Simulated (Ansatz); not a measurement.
The same atomization along the group F, Cl, Br.

Isolated molecules relaxed with PBE0-D4/def2-TZVP in Ansatz; ΔE leaves out vibrations. CCSD(T)/CBS adds triple-zeta CCSD(T) − MP2 to the extrapolated MP2 energy (def2 sets, frozen cores). This one scheme is used for every species, atoms too. DFT in def2-TZVPP. Open shells (•) are unrestricted, without spin–orbit coupling. Spin–orbit coupling would lower the free atoms: a little for C, Cl, F, O; clearly for Br. Bonds to Br are less sure, by a few kJ/mol each and by 10 to 20 or more in all where they break to atoms, as the def2 sets lack core-valence functions. Scalar relativity is left out up to krypton. Each species was taken in one conformer, which may not be the lowest.

```tsv
reaction	PBE-D4 (kJ/mol)	ωB97X-V (kJ/mol)	ωB97M-V (kJ/mol)	CCSD/CBS(def2) (kJ/mol)
`C=C(O)F` → 2 C• + F• + 3 H• + O•	2963	2850	2861	2791
`C=C(O)Cl` → 2 C• + Cl• + 3 H• + O•	2812	2703	2716	2645
`C=C(O)Br` → 2 C• + Br• + 3 H• + O•	2756	2645	2653	2596
```

(1) Give the CCSD(T)/CBS values in the same order. (An estimate is asked.)

Largest T1 diagnostic: 0.012, for `C=C(O)F`.

Results:

(1) Computed: 2846, 2702, 2653 kJ/mol.

For atomizations the MP2-based limit and the directly extrapolated one differ by several kJ/mol either way, and by 10 to 25 for some Ge, Se and Sn compounds, so smaller differences from it don't rank the levels.
